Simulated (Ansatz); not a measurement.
CH7GaGeO, relaxed with RKS PBE0-D4/def2-TZVP in the Gaussian-basis code of Ansatz from a PBE-D4/def2-SVP geometry. The force threshold is 0.005 eV/Å; the program also tests the step.

Total charge 0; spin multiplicity 1. The bonds changed during the relaxation, so this is another structure than the one it started from.

Start:

```xyz
11

O    -1.887    1.532   -0.334
Ge   -0.083    1.502   -0.264
C     0.552   -0.214    0.470
Ga    0.906   -3.268    0.866
H    -2.216    0.911   -1.011
H     0.261    2.672    0.688
H     0.524    1.724   -1.682
H     0.196   -1.033   -0.195
H     0.150   -0.350    1.494
H    -0.064   -3.260   -0.548
H     1.661   -0.215    0.515
```

How much energy does the relaxation release, and in how many steps? (Estimate.)

Computed: 3.87 kJ/mol, in 9 steps, 1 of them rejected.

Which bonds change most? (An estimate is asked.)

Computed: Ga4–H10 from 1.714 to 1.688 Å; O1–Ge2 from 1.806 to 1.785 Å; Ge2–C3 from 1.972 to 1.952 Å; C3–H8 from 1.113 to 1.095 Å.

Give the relaxed structure. (Best estimate.)

Ansatz gave: 
```xyz
11

O    -1.859    1.508   -0.313
Ge   -0.075    1.512   -0.257
C     0.553   -0.195    0.451
Ga    0.872   -3.340    0.896
H    -2.207    0.930   -0.994
H     0.266    2.680    0.677
H     0.485    1.743   -1.677
H     0.231   -0.991   -0.229
H     0.125   -0.355    1.442
H    -0.034   -3.295   -0.527
H     1.643   -0.196    0.530
```
